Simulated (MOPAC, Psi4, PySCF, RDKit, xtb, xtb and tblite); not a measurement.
Two geometries of C5H6S2, SMILES c1cc(sc1)SC, singlet, relaxed at GFN2-xTB with one dihedral held; other torsions can differ between them too.

Structure A

```
13

C     -2.6248     0.1710    -0.2314
S     -1.6211    -1.2725     0.2561
C     -0.0292    -0.5294     0.1817
C      0.8122    -0.5005    -0.8873
C      2.0238     0.1665    -0.6081
C      2.0863     0.6238     0.6689
S      0.6730     0.2523     1.5684
H     -3.6575    -0.1606    -0.2359
H     -2.3277     0.4981    -1.2231
H     -2.4874     0.9658     0.4959
H      0.5667    -0.9411    -1.8365
H      2.8110     0.2976    -1.3285
H      2.8826     1.1618     1.1440
```

Structure B

```
13

C     -2.6661     0.1548    -0.2452
S     -1.5910    -1.2201     0.2630
C     -0.0214    -0.4532     0.1760
C      1.1668    -1.0936    -0.0143
C      2.2717    -0.2166     0.0420
C      1.9137     1.0700     0.2748
S      0.2111     1.2484     0.4552
H     -3.6726    -0.2469    -0.2983
H     -2.3516     0.5170    -1.2191
H     -2.6161     0.9479     0.4954
H      1.2380    -2.1499    -0.1964
H      3.2891    -0.5349    -0.0983
H      2.5353     1.9395     0.3492
```

Question: Which is lower in energy at the level Psi4 with DF-MP2 (frozen core)/cc-pVTZ // GFN2-xTB, and by how much?

Answer: A is lower, by 1.12 kcal/mol (dihedral C1–S2–C3–S7: 90° in A, 30° in B).

E(B) − E(A) in kcal/mol at the other levels, on the same two geometries: GFN2-xTB (xtb and tblite) -1.64; MMFF94 // GFN2-xTB (RDKit) 0.71; PBE0/def2-SVP // GFN2-xTB (Psi4) 0.59; PBE0-D3(BJ)/def2-SVP // GFN2-xTB (Psi4) 0.52; PBE/def2-SVP // GFN2-xTB (Psi4) 0.34; PBE-D3(BJ)/def2-SVP // GFN2-xTB (Psi4) 0.23; HF/cc-pVTZ // GFN2-xTB (Psi4) 1.86; UFF // GFN2-xTB (RDKit) 9.02; PM6, restricted, heats of formation // GFN2-xTB (MOPAC) 0.31; PM7, restricted, heats of formation // GFN2-xTB (MOPAC) 1.21; GFN1-xTB // GFN2-xTB (xtb) -1.96; restricted B3LYP/6-31G*, spherical d, density fitting // GFN2-xTB (PySCF) 1.52; restricted B3LYP/6-311+G**, spherical d, density fitting // GFN2-xTB (PySCF) 1.50; restricted Hartree-Fock/LANL2DZ, with its core potentials past Ne // GFN2-xTB (PySCF) 2.62; restricted B3LYP/3-21G // GFN2-xTB (PySCF) 2.04.
